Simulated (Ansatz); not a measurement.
`F[SiH2]OC[SiH3]` + H₂ → `CO[SiH2]F` + SiH₄  (hydrogenolysis of a C–Si bond)

Isolated molecules relaxed with PBE0-D4/def2-TZVP in Ansatz; ΔE leaves out vibrations. CCSD(T)/CBS adds triple-zeta CCSD(T) − MP2 to the extrapolated MP2 energy (def2 sets, frozen cores). This one scheme is used for every species. Functionals use def2-TZVPP. B3LYP here is the variant with VWN-RPA as its local correlation; programs differ in this. Each species was taken in one conformer, which may not be the lowest.

Task: Is it downhill or uphill in electronic energy at CCSD(T)/CBS, and by how much? (Estimate.)

Result: Ansatz gave: Downhill: ΔE = -38.8 kJ/mol.

Task: What do these levels give: B3LYP-D4, ωB97M-V, r2SCAN, SCS-MP2/def2-TZVPP, CCSD/def2-TZVPP, CCSD/CBS(def2)? (An estimate is asked.)

Result: The calculation gave: B3LYP-D4 -39.9, ωB97M-V -39.0, r2SCAN -39.5, SCS-MP2/def2-TZVPP -43.4, CCSD/def2-TZVPP -46.5, CCSD/CBS(def2) -43.2 kJ/mol.

Largest T1 diagnostic among the species: 0.012.

In def2-TZVPP, CCSD(T) changes the Hartree–Fock value by +22.9 kJ/mol (the triples alone add +4.4 kJ/mol) and MP2 by +27.2 kJ/mol. From PBE to PBE0 (25 % exact exchange), in def2-TZVPP and without D4, ΔE moves by −4.0 kJ/mol.
